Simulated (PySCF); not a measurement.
PySCF input (M06-2X/def2-TZVPD):

```python
from pyscf import gto, scf, dft

mol = gto.M(
    atom='''
    S     0.08993919    0.00028549   -0.00039191
    H    -1.22735214   -0.00389597    0.00534821
    H    -0.05803831    1.64023734    0.02031799
    H    -0.04779913   -1.64057330   -0.01985680
    H    -0.04570696   -0.02023278    1.64062832
    H    -0.06013048    0.01989682   -1.64016714
    ''',
    basis='def2-tzvpd',
    charge=-1,
    spin=0,
    verbose=4,
)

mf = dft.RKS(mol, xc='m062x').density_fit(auxbasis='def2-universal-jkfit')
mf.grids.level = 4
mf.conv_tol = 1e-9
mf.max_cycle = 100
mf.max_memory = 1500
mf.kernel()
if not mf.converged:
    mf = mf.newton()
    mf.kernel(mf.make_rdm1())
mf.analyze()
```

End of the output:

```
Extra cycle  E= -400.969438454176  delta_E= -6.59e-12  |g|= 7.56e-07  |ddm|= 3.02e-05
converged SCF energy = -400.969438454176
**** SCF Summaries ****
Total Energy =                        -400.969438454176441
Nuclear Repulsion Energy =              29.277636534563122
One-electron Energy =                 -614.495559385692104
Two-electron Energy =                  184.248484396952591
Two-electron Coulomb Energy =          211.758091855349107
DFT Exchange-Correlation Energy =      -27.509607458396509
HOMO-LUMO gap [eV] =                     4.601287980870294
**** MO energy ****
MO #1   energy= -89.7947769249906  occ= 2
MO #2   energy= -8.13839700678188  occ= 2
MO #3   energy= -6.05576470406773  occ= 2
MO #4   energy= -6.05576470318805  occ= 2
MO #5   energy= -6.05313592212047  occ= 2
MO #6   energy= -0.669141338735599 occ= 2
MO #7   energy= -0.299909306038787 occ= 2
MO #8   energy= -0.285032896820324 occ= 2
MO #9   energy= -0.285032895851448 occ= 2
MO #10  energy= -0.0598133575881725 occ= 2
MO #11  energy= -0.0179070705227105 occ= 2
MO #12  energy= 0.151187145313573  occ= 0
MO #13  energy= 0.155418887290435  occ= 0
MO #14  energy= 0.155418902253805  occ= 0
MO #15  energy= 0.179788874806629  occ= 0
MO #16  energy= 0.269933020737025  occ= 0
MO #17  energy= 0.269933030589355  occ= 0
MO #18  energy= 0.283291374238062  occ= 0
MO #19  energy= 0.300310561187544  occ= 0
MO #20  energy= 0.300332415078846  occ= 0
MO #21  energy= 0.3003324311095    occ= 0
MO #22  energy= 0.314379854112071  occ= 0
MO #23  energy= 0.355397139223457  occ= 0
MO #24  energy= 0.362211720900266  occ= 0
MO #25  energy= 0.383904349287711  occ= 0
MO #26  energy= 0.383904358159988  occ= 0
MO #27  energy= 0.413052926868578  occ= 0
MO #28  energy= 0.416602034663316  occ= 0
MO #29  energy= 0.432916934694566  occ= 0
MO #30  energy= 0.432916938968833  occ= 0
MO #31  energy= 0.476936148600503  occ= 0
MO #32  energy= 0.476936158364254  occ= 0
MO #33  energy= 0.491312802642234  occ= 0
MO #34  energy= 0.518684655021766  occ= 0
MO #35  energy= 0.518684666899603  occ= 0
MO #36  energy= 0.522076998729495  occ= 0
MO #37  energy= 0.528058507766241  occ= 0
MO #38  energy= 0.557637432367486  occ= 0
MO #39  energy= 0.685262091969462  occ= 0
MO #40  energy= 0.685262108987873  occ= 0
MO #41  energy= 0.705689722500106  occ= 0
MO #42  energy= 0.723736937361462  occ= 0
MO #43  energy= 0.739104622428164  occ= 0
MO #44  energy= 0.760905591339746  occ= 0
MO #45  energy= 0.814726522480351  occ= 0
MO #46  energy= 0.814726546097478  occ= 0
MO #47  energy= 0.827813490950842  occ= 0
MO #48  energy= 0.858650362896632  occ= 0
MO #49  energy= 0.85865037899109   occ= 0
MO #50  energy= 0.952027539449219  occ= 0
MO #51  energy= 1.03525535840411   occ= 0
MO #52  energy= 1.24779781723082   occ= 0
MO #53  energy= 1.54402875824242   occ= 0
MO #54  energy= 1.58445858334291   occ= 0
MO #55  energy= 1.58445861450235   occ= 0
MO #56  energy= 1.67311111869656   occ= 0
MO #57  energy= 1.67311112706048   occ= 0
MO #58  energy= 1.69208563546101   occ= 0
MO #59  energy= 1.6973193243242    occ= 0
MO #60  energy= 1.7247245679253    occ= 0
MO #61  energy= 1.72472461455798   occ= 0
MO #62  energy= 1.77860577871947   occ= 0
MO #63  energy= 1.85261297690422   occ= 0
MO #64  energy= 1.95125784515317   occ= 0
MO #65  energy= 1.95125787451124   occ= 0
MO #66  energy= 1.98083754150967   occ= 0
MO #67  energy= 1.98341815704604   occ= 0
MO #68  energy= 2.10739993360136   occ= 0
MO #69  energy= 2.17681835048111   occ= 0
MO #70  energy= 2.17681836413669   occ= 0
MO #71  energy= 2.25523857433999   occ= 0
MO #72  energy= 2.26686963335093   occ= 0
MO #73  energy= 2.28441025996315   occ= 0
MO #74  energy= 2.2844102697384    occ= 0
MO #75  energy= 2.31071466046665   occ= 0
MO #76  energy= 2.39266667899028   occ= 0
MO #77  energy= 2.55618136081727   occ= 0
MO #78  energy= 2.5561815134818    occ= 0
MO #79  energy= 2.74249584541955   occ= 0
MO #80  energy= 2.75874021350497   occ= 0
MO #81  energy= 2.75874029913071   occ= 0
MO #82  energy= 3.01840532400733   occ= 0
MO #83  energy= 3.02893252583381   occ= 0
MO #84  energy= 3.22528980317912   occ= 0
MO #85  energy= 3.2360043635308    occ= 0
MO #86  energy= 3.39496850399737   occ= 0
MO #87  energy= 3.39496853721141   occ= 0
MO #88  energy= 9.31247346023036   occ= 0
MO #89  energy= 9.47801037464943   occ= 0
MO #90  energy= 9.47801039920306   occ= 0
MO #91  energy= 19.5198200773623   occ= 0
 ** Mulliken pop on meta-lowdin orthogonal AOs  **
 ** Mulliken pop  **
pop of  0 S 1s            1.99999
pop of  0 S 2s            1.99976
pop of  0 S 3s            1.75250
pop of  0 S 4s            0.01463
pop of  0 S 5s            0.04176
pop of  0 S 6s            0.02680
pop of  0 S 2px           1.99996
pop of  0 S 2py           1.99996
pop of  0 S 2pz           1.99996
pop of  0 S 3px           1.31679
pop of  0 S 3py           1.23445
pop of  0 S 3pz           1.23445
pop of  0 S 4px           0.01431
pop of  0 S 4py           0.00060
pop of  0 S 4pz           0.00060
pop of  0 S 5px           0.00073
pop of  0 S 5py           0.00003
pop of  0 S 5pz           0.00003
pop of  0 S 6px           0.00054
pop of  0 S 6py           0.00002
pop of  0 S 6pz           0.00002
pop of  0 S 7px           0.00020
pop of  0 S 7py           0.00003
pop of  0 S 7pz           0.00003
pop of  0 S 3dxy          0.00248
pop of  0 S 3dyz          0.00003
pop of  0 S 3dz^2         0.04634
pop of  0 S 3dxz          0.00248
pop of  0 S 3dx2-y2       0.03938
pop of  0 S 4dxy          0.00008
pop of  0 S 4dyz          0.00000
pop of  0 S 4dz^2         0.00073
pop of  0 S 4dxz          0.00008
pop of  0 S 4dx2-y2       0.00154
pop of  0 S 5dxy          0.00000
pop of  0 S 5dyz          0.00001
pop of  0 S 5dz^2         0.01055
pop of  0 S 5dxz          0.00000
pop of  0 S 5dx2-y2       0.01013
pop of  0 S 4f-3          0.00018
pop of  0 S 4f-2          0.00000
pop of  0 S 4f-1          0.00014
pop of  0 S 4f+0          0.00031
pop of  0 S 4f+1          0.00017
pop of  0 S 4f+2          0.00000
pop of  0 S 4f+3          0.00026
pop of  1 H 1s            0.88041
pop of  1 H 2s            0.01199
pop of  1 H 3s            0.00217
pop of  1 H 2px           0.00658
pop of  1 H 2py           0.00020
pop of  1 H 2pz           0.00020
pop of  1 H 3px           0.00047
pop of  1 H 3py           0.00011
pop of  1 H 3pz           0.00011
pop of  2 H 1s            1.29614
pop of  2 H 2s            0.01820
pop of  2 H 3s            0.00594
pop of  2 H 2px           0.00041
pop of  2 H 2py           0.00166
pop of  2 H 2pz           0.00001
pop of  2 H 3px           0.00145
pop of  2 H 3py           0.01220
pop of  2 H 3pz           0.00015
pop of  3 H 1s            1.29614
pop of  3 H 2s            0.01820
pop of  3 H 3s            0.00594
pop of  3 H 2px           0.00041
pop of  3 H 2py           0.00167
pop of  3 H 2pz           0.00001
pop of  3 H 3px           0.00142
pop of  3 H 3py           0.01224
pop of  3 H 3pz           0.00015
pop of  4 H 1s            1.29614
pop of  4 H 2s            0.01820
pop of  4 H 3s            0.00594
pop of  4 H 2px           0.00041
pop of  4 H 2py           0.00001
pop of  4 H 2pz           0.00167
pop of  4 H 3px           0.00141
pop of  4 H 3py           0.00015
pop of  4 H 3pz           0.01224
pop of  5 H 1s            1.29614
pop of  5 H 2s            0.01820
pop of  5 H 3s            0.00594
pop of  5 H 2px           0.00042
pop of  5 H 2py           0.00001
pop of  5 H 2pz           0.00166
pop of  5 H 3px           0.00146
pop of  5 H 3py           0.00015
pop of  5 H 3pz           0.01220
 ** Mulliken atomic charges  **
charge of    0S =      0.24693
charge of    1H =      0.09777
charge of    2H =     -0.33618
charge of    3H =     -0.33618
charge of    4H =     -0.33618
charge of    5H =     -0.33618

WARN: System has nonzero charge -1; the dipole moment is origin-dependent.
Location of origin: [0. 0. 0.]

Dipole moment(X, Y, Z, Debye):  0.27308,  0.00087, -0.00120
```

Whether it binds its extra electron was not tested at this geometry.
